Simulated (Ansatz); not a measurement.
A run on `[CH3][Cu-][P+](F)(F)F` with other settings.

```yaml
crystal:
  periodic: [false, false, false]
  atoms:
    - {symbol: C, position_ang: [-0.358766, -1.667673, 1.292165]}
    - {symbol: Cu, position_ang: [-0.045947, -0.235498, 0.131012]}
    - {symbol: P, position_ang: [0.293557, 1.521603, -1.201194]}
    - {symbol: F, position_ang: [-0.728369, 1.735871, -2.443446]}
    - {symbol: F, position_ang: [1.544593, 1.896479, -1.619604]}
    - {symbol: F, position_ang: [-0.194256, 3.015877, -0.455132]}
    - {symbol: H, position_ang: [0.857704, -2.267651, 1.558057]}
    - {symbol: H, position_ang: [-1.079990, -2.418988, 0.690424]}
    - {symbol: H, position_ang: [-0.779987, -1.447799, 2.128028]}
basis:
  gaussian: {orbitals: def2-SVP}
total_charge: -1
magnetization: {spin_polarized: false, initial_magnetization: 1}
hamiltonian: {xc: {name: wB97M-V}, pseudopotentials: {relativity: scalar}}
accuracy: high
```

```sh
$ ansatz run in.yaml --threads 4 --pin off --events-out ev --progress --plain --max-ram 11315MiB
```

It prints (some lines left out):

```
Functional definition: wB97M-V
2619 factors; integrals over basis functions are off by at most 7.0e-8 eV
413 factors; integrals over basis functions are off by at most 2.4e-9 eV
mean field evaluation 1: about -63470.4471 eV, gradient 5.5e1 eV
mean field evaluation 2: about -63470.6109 eV, gradient 5.5e1 eV
mean field evaluation 4: about -63480.3779 eV, gradient 2.2e1 eV
mean field evaluation 8: about -63481.4676 eV, gradient 8.4e-1 eV
mean field evaluation 16: about -63481.4879 eV, gradient 1.2e-2 eV
mean field evaluation 32: about -63481.4879 eV, gradient 3.4e-5 eV
mean field -63481.48789155 eV, -2332.9016507164 hartree, gradient 2.5e-8 eV, S^2 0.750000; 6 other end points of the search recorded, 0 dependent functions left out
reference -63481.48789859 eV, -2332.9016509751 hartree; 41, 40 occupied and 79, 80 virtual orbitals, 2619 factors
Total energy: -63481.48789859 eV, -2332.9016509751 hartree
Relativity: scalar
```

Hardware: 4 threads of an Intel Xeon Platinum 8375C on a shared host. Wall time 89 s, peak host memory 1.9 GiB.
